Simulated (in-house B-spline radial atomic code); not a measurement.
# Ionising Hg LVI (Hg55+) with different functionals

Computed with a radial B-spline atomic code at the basis-set limit: scalar-relativistic (spin-free X2C) Hamiltonian, Fermi nucleus of rms radius 5.4648 fm, spin-polarised at highest spin, spherical fractional occupations for the functionals, the average over the highest-spin determinants for Hartree-Fock. The ionisation energy is the difference of two self-consistent energies, [Ar] 3d7 → [Ar] 3d6, without Breit or QED terms; ε is the level of the shell that loses the electron (its least bound occupied spin orbital). There is no spin-orbit coupling in this Hamiltonian.

Hybrids are left out here: with spherical fractional occupations of an open shell their exact exchange keeps a self-interaction that integer-occupation calculations don't have.

```
           method          rung  ΔSCF (eV)  -ε(3d) (eV)
     Hartree-Fock  Hartree-Fock     5516.7       5519.9
LDA exchange-only           LDA     5514.1       5442.7
             BLYP           GGA     5518.2       5446.9
             SCAN      meta-GGA     5517.6       5447.7
```

(1) How do they compare with the NIST value?

Results:

(1) NIST lists 5490 eV ± 5 (tabulated theory, ground level to ground level). Errors run from +24.1 to +28.2 eV. The correlated functionals all miss on the same side by more than they spread, so the cause is common to them (spin-orbit coupling, Breit-QED terms, multiplet and fine-structure energies, or a listed next ion that isn't the cheapest removal here) and closeness doesn't rank the functionals. Hartree-Fock also lacks correlation.
